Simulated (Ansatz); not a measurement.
Basis-set extrapolation for H8O2Si3 (`O[SiH2]O[SiH2][SiH3]`) (PBE0-D4/def2-TZVP geometry, frozen core, Ansatz 0.2.0). Multiplicity 1, RHF reference.

```tsv
	def2-TZVPP	def2-QZVPP
HF	-1021.431579	-1021.467303
MP2 correlation	-0.847532	-0.914934
CCSD(T) correlation	-0.937208	not run
```

Energies in hartree. Use E(X) = E(∞) + A·exp(−7.88·√X) for Hartree–Fock and E(X) = E(∞) + B·X^(−2.97) for correlation, with X = 3 and 4, and add CCSD(T) minus MP2 of the smaller set to the MP2 limit.

Question: What is the CCSD(T) energy at the basis-set limit?

Answer: HF limit: -1021.467303 + (-0.035724) × 0.13774 = -1021.47222. MP2 limit: -0.914934 + (-0.067402) × 0.74074 = -0.96486. Higher-order term: -0.937208 − (-0.847532) = -0.08968. Total: -1022.52676 hartree, 99.1 kcal/mol below CCSD(T)/def2-TZVPP.
